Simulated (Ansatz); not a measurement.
Single points on Cs₅⁺.

```yaml
crystal:
  periodic: [false, false, false]
  atoms:
    - {symbol: Cs, position_ang: [-2.454959, -2.052297, 3.232841]}
    - {symbol: Cs, position_ang: [-5.927881, 0.056912, 0.080897]}
    - {symbol: Cs, position_ang: [4.563482, 1.773966, -3.445058]}
    - {symbol: Cs, position_ang: [-0.489361, 0.707883, -1.005545]}
    - {symbol: Cs, position_ang: [4.308719, -0.486464, 1.136875]}
basis:
  gaussian: {orbitals: def2-TZVP, initial_orbitals: start.molden}
total_charge: 1
hamiltonian: {xc: {text: "exchange = 0.90*pbe_x + 0.10*exact_x\ncorrelation = pbe_c"}}
scf: {omitted_lower_state_checks: [starts]}
output: {orbitals: {seedname: orbitals}}
```

The file start.molden holds the orbitals of an earlier run on this structure, at another level or in another basis.

```sh
$ ansatz run in.yaml --threads 4 --pin off --events-out ev --progress --plain --max-ram 3916MiB
```

Output, abridged:

```
Functional definition: unnamed
1590 factors; their error is unknown
mean field evaluation 1: about -2739.3278 eV, gradient 1.7e0 eV
mean field evaluation 2: about -2739.3424 eV, gradient 2.3e-2 eV
mean field evaluation 4: about -2739.3369 eV, gradient 5.8e-5 eV
mean field -2739.33685659 eV, -100.6687726905 hartree, gradient 5.9e-5 eV, S^2 0.000000; 0 other end points of the search recorded, 0 dependent functions left out
reference -2739.33693789 eV, -100.6687756783 hartree; 22, 22 occupied and 123, 123 virtual orbitals, 1590 factors
Total energy: -2739.33693789 eV, -100.6687756783 hartree
Checks for a lower state left out: starts
```

It took 3.3 s on 4 threads of Arm Neoverse V2 on a shared host.

The first input with `hamiltonian: {xc: {name: LC-wPBE}}` (abridged; 3.6 s):

```
Functional definition: LC-wPBE
mean field -2741.25310692 eV, -100.7391935912 hartree, gradient 1.2e-5 eV, S^2 0.000000
Total energy: -2741.25310693 eV, -100.7391935916 hartree
Checks for a lower state left out: starts
```

As the first input, with `hamiltonian: {xc: pbe0}` (abridged; 3.5 s):

```
Functional definition: PBE0
mean field -2738.69872276 eV, -100.6453217047 hartree, gradient 1.4e-5 eV, S^2 0.000000
Total energy: -2738.69878937 eV, -100.6453241528 hartree
Checks for a lower state left out: starts
```

The first input with `hamiltonian: {xc: {text: "exchange = 0.85*pbe_x + 0.15*exact_x\ncorrelation = pbe_c"}}` (abridged; 3.3 s):

```
Functional definition: unnamed
mean field -2739.12088576 eV, -100.6608359090 hartree, gradient 2.9e-5 eV, S^2 0.000000
Total energy: -2739.12096206 eV, -100.6608387128 hartree
Checks for a lower state left out: starts
```

As the first input, with `gaussian: {orbitals: def2-SVP, initial_orbitals: start.molden}`, `hamiltonian: {xc: pbe0}` (abridged; 2.9 s):

```
Functional definition: PBE0
mean field -2738.66471232 eV, -100.6440718440 hartree, gradient 3.7e-5 eV, S^2 0.000000
Total energy: -2738.66476010 eV, -100.6440736001 hartree
Checks for a lower state left out: starts
```

The first input with `hamiltonian: {xc: {text: "exchange = 0.50*pbe_x + 0.50*exact_x\ncorrelation = pbe_c"}}` (abridged; 3.3 s):

```
Functional definition: unnamed
mean field -2737.69775241 eV, -100.6085367231 hartree, gradient 1.2e-5 eV, S^2 0.000000
Total energy: -2737.69779618 eV, -100.6085383315 hartree
Checks for a lower state left out: starts
```

First input, but with `hamiltonian: {xc: {text: "exchange = 0.65*pbe_x + 0.35*exact_x\ncorrelation = pbe_c"}}` (abridged; 3.3 s):

```
Functional definition: unnamed
mean field -2738.28980683 eV, -100.6302943214 hartree, gradient 2.0e-5 eV, S^2 0.000000
Total energy: -2738.28986411 eV, -100.6302964267 hartree
Checks for a lower state left out: starts
```

Geometry: r2SCAN/def2-TZVP.

In the def2 sets Cs takes a core potential; there is no spin–orbit coupling. LC-ωPBE has ω = 0.4 bohr⁻¹. The restricted singlet is unstable towards broken spin symmetry at other levels; at PBE with 10 % exact exchange/def2-TZVP, LC-ωPBE/def2-TZVP, PBE with 15 % exact exchange/def2-TZVP, PBE0/def2-SVP and others this wasn't settled. The structure comes from a short search, and lower isomers may exist.
